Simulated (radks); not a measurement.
Valence configurations of the cadmium ion Cd2+ (all share [Kr]). Calculated with a radial shooting solver on a logarithmic mesh with Libxc functionals: non-relativistic Kohn-Sham, PBE, spin-polarised, spherical densities, point nucleus; open shells are filled with parallel spins first (spin-orbit coupling, left out, can overturn this in heavy ions); relativity is left out, which matters for an element this heavy. Energies are relative to 4d10; eigenvalues in eV for spin up.

| valence | E (eV) | moment (Bohr magnetons) | e(4d) | e(5p) | e(5s) |
|---|---|---|---|---|---|
| 4d10 | 0.000 | 0 | -30.855 | - | - |
| 4d9.5 5s0.5 | 5.473 | 1 | -33.420 | - | -21.547 |
| 4d9.5 5p0.5 | 8.562 | 1 | -34.013 | -15.707 | - |
| 4d9 5s1 | 11.365 | 2 | -36.005 | - | -22.743 |
| 4d9 5p1 | 17.834 | 2 | -37.153 | -16.936 | - |
| 4d8 5s2 | 25.971 | 2 | -41.129 | - | -24.252 |
| 4d8 5s1 5p1 | 31.497 | 4 | -42.314 | -18.615 | -25.638 |
| 4d8 5p2 | 38.542 | 4 | -43.378 | -19.187 | - |

NIST lists [Kr] 4d10 as the ground configuration; this level of theory agrees among the configurations tried. The energies are those of spherical high-spin densities, not of single terms. Relativity is left out, which favours d and f over s occupation in heavy atoms.
